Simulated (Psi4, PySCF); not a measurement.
H₃ClF₂Si₂ (SMILES F[Si](F)([SiH3])Cl), singlet, at a GFN2-xTB geometry, atoms displaced at random by about 0.08 Å a coordinate. Base run: TPSS/STO-3G, gradient run with PySCF.

PySCF was given this input:
```python
from pyscf import gto, scf, dft

mol = gto.Mole()
mol.atom = '''
    F    -0.67067139    1.54682961    0.68168243
    Si   -0.15459749    0.19884300    0.16970564
    F    -0.72978463   -0.74337392    1.41665315
    Si    2.01771292   -0.04891800    0.12268992
    Cl   -1.53370948   -0.37010272   -1.31692610
    H     2.47943510   -1.29292668   -0.26375978
    H     2.59761562    0.74523108   -1.04668410
    H     2.68239463    0.42834554    1.43280274
'''
mol.basis = 'sto-3g'
mol.verbose = 4
mol.build()

mf = dft.RKS(mol)
mf.xc = 'tpss'
mf.kernel()
g = mf.nuc_grad_method()
grad = g.kernel()
```

Programs used: Psi4, PySCF; a row that names a program was run with it.

The coordinate followed is y of atom 4.

Variants of this job, named by their change:

```tsv
change	dE/dx (Eh/bohr)	net force (Eh/bohr)
base	-0.061850	0.000315
density fitting = on	-0.061836	0.000315
grid_response = on	-0.061850	0.000000
density fitting = on; auxbasis_response = off	-0.061899	0.003138
conv_tol = 1e-6	-0.061852	0.000315
grids.level = 0; grid_response = off	-0.060944	0.042097
conv_tol = 1e-4	-0.061880	0.000315
finite difference step (bohr) = 1e-4; conv_tol = 1e-11	-0.061850	-
code = psi4	-0.061807	0.000609
grids.level = 0; grid_response = on	-0.060249	0.000000
finite difference step (bohr) = 1e-5; conv_tol = 1e-11	-0.061850	-
grids.level = 1; grid_response = on	-0.061904	0.000000
```

The net force is zero for an exact gradient.
